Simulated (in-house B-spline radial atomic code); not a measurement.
A fraction x of an electron is removed from 4d in Tb II (Tb+), starting from [Xe] 4f9 6s1 and keeping the highest spin. Method: scalar-relativistic (X2C) Hartree-Fock with fractional occupations, spin-polarised, spherical fractional occupations, Fermi nucleus of rms radius 5.06 fm. Calculated with a B-spline radial code for spherical atoms.

Caution: exact exchange at fractional occupations of open shells leaves self-interaction of up to several eV.

```csv
x,E(x) - E(0) (eV),4d down level (eV)
0,0.0000,-177.210
0.03,5.3134,-177.016
0.15,26.5122,-176.325
0.28,49.4003,-175.875
0.42,74.0263,-176.058
0.5,88.1268,-176.486
0.56,98.7283,-176.912
0.71,125.3602,-178.226
0.76,?,?
0.92,?,?
1,177.4791,-181.300
```

Task: What belongs in the row x = 0.76?

Result: An energy change of 134.2836 eV; 4d down at -178.716 eV.

Task: What belongs in the row x = 0.92?

Result: An energy change of 163.0111 eV; 4d down at -180.404 eV.

Task: Check Janak's theorem between x = 0.03 and 0.15.

Result: The slope of the energy is 176.66 eV; the orbital levels give 176.67 eV (-ε of the emptying orbital, averaged over the two points).
